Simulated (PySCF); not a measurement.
Species: (HAlO)3 ring, Al3H3O3.
Z-matrix (Å and degrees, PBE0-D3(BJ)/def2-SVP geometry), rows numbered from 1:
```
Al
H   1  1.5702
O   1  1.7152  2  123.06
Al  3  1.7151  1  126.11  2  -179.86
H   4  1.5699  3  123.07  1   178.73
O   4  1.7153  3  113.94  1    -1.02
Al  6  1.7151  4  126.04  3     0.92
H   7  1.5701  6  123.14  4  -179.92
O   1  1.7150  2  123.10  3   179.89
```

NICS is the negative of the GIAO shielding at a point without a nucleus: at the ring centre (0) and 1 Å above and below it (1); zz is the component along the ring normal. Level: GIAO B3LYP/pcSseg-1 (pcSseg-2 on Al) (PySCF, non-relativistic, gas phase) on the PBE0-D3(BJ)/def2-SVP geometry, one conformer.

Ring bond lengths (Å): Al1–O3 1.715, O3–Al4 1.715, Al4–O6 1.715, O6–Al7 1.715, Al7–O9 1.715, O9–Al1 1.715.

Task: Give the NICS values of each ring in ppm.

Result: 
```json
{"ring": "Al1–O3–Al4–O6–Al7–O9", "type": "6-membered ring with 3 Al and 3 O", "NICS(0)": "-2.8", "NICS(1), two faces": "-1.1 / -1.1", "NICS(1)zz, two faces": "2.0 / 2.0", "rms pucker (Å)": "0.01", "centre to ring atoms, mean (Å)": "1.71"}
```

Task: What can be read from them?

Result: 
- Al1–O3–Al4–O6–Al7–O9: mean NICS(1)zz 2.0 ppm, near zero.

Task: List the ring angles.

Result: 
- Al1–O3–Al4–O6–Al7–O9: Al1 113.8°, O3 126.1°, Al4 113.9°, O6 126.0°, Al7 113.9°, O9 126.2°; sum 720.0° against 720° for a flat convex ring.

Task: How do the values depend on the level or the medium?

Result: 
| level | NICS(0), Al1–O3–Al4–O6–Al7–O9 | mean NICS(1)zz, Al1–O3–Al4–O6–Al7–O9 |
| --- | --- | --- |
| B3LYP/pcSseg-1 (pcSseg-2 on Al), gas | -2.8 | 2.0 |
| PBE/pcSseg-1 (pcSseg-2 on Al), gas | -3.0 | 1.8 |
| PBE0/pcSseg-1 (pcSseg-2 on Al), gas | -2.9 | 1.9 |

The geometry is the same throughout.

Time: 17 s; peak memory 1.0 GiB. Hardware: one thread of an Arm Neoverse V1, shared host with 64 logical CPUs at a one-minute load of 28. This is the whole shielding run at B3LYP/pcSseg-1 (pcSseg-2 on Al), SCF included.
